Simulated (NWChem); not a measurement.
BH₂F; SMILES FB

```xyz
4

B      0.0000     0.0000     0.6748
H      0.0000    -1.0578     1.2336
H      0.0000     1.0578     1.2336
F      0.0000     0.0000    -0.6490
```
Atoms are numbered in this order, from 1.

Structure relaxed at the B3LYP/6-31G* (spherical d) level.

Symmetry labels are those of C2v in the frame above (b1 and b2, or b-type labels, depend on it). States above −ε(HOMO) = 7.8 eV lie in this functional's continuum and hang on the basis.

### Question
List the 6 lowest vertical singlet excitations from PBE/def2-SVPD, TDA (NWChem).

### Answer
| state | energy (eV) | oscillator strength | symmetry | leading excitation (squared amplitude) |
|---|---|---|---|---|
| S1 | 5.69 | 0.000 | a2 | HOMO → LUMO (1.00) |
| S2 | 8.18 | 0.033 | b2 | HOMO → LUMO+1 (1.00) |
| S3 | 9.34 | 0.030 | b2 | HOMO → LUMO+2 (1.00) |
| S4 | 9.35 | 0.073 | b1 | HOMO−1 → LUMO (0.93) |
| S5 | 9.39 | 0.000 | a2 | HOMO−3 → LUMO (1.00) |
| S6 | 10.27 | 0.067 | a1 | HOMO−2 → LUMO (0.86) |
